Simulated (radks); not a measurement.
Fractional charge and spin in the 5s shell of holmium: the spin-up occupation runs from 0 to 1 and the spin-down occupation from 0 to 1; the fullest corner is Ho3+, [Kr] 4d10 4f(up 5, down 5) 5p6 5s(up 1, down 1). Method: scalar-relativistic Kohn-Sham, r2SCAN, spin-polarised, spherical densities, finite nucleus; meta-GGA in the generalised Kohn-Sham scheme; Fermi nuclear charge, rms radius of each element as measured or else 0.836 A^(1/3) + 0.57 fm; computed with a radial shooting solver on a logarithmic mesh with Libxc functionals. Energy (eV) above the fullest corner. The planes named below are the two flat planes that join the four corners, with an edge along up + down = one added electron.

down \ up        0      0.5       1
0          194.834  139.932  88.894
0.5        139.932   89.374  42.600
1           88.894   42.600   0.000

Corners above the fullest one (they belong to Ho4+ and the next ion): (up 1, down 0) 88.894 eV, (up 0, down 1) 88.894 eV, (up 0, down 0) 194.83 eV. With half an added electron in each spin the energy lies 0.480 eV from the planes, and with half an added electron in spin up alone -1.932 eV. The planes are only a guide here: the flat-plane condition holds for ground states with one frontier orbital, while this shell lies below other occupied shells, so the corners above the fullest one are inner-hole states and not the ground states of those ions.
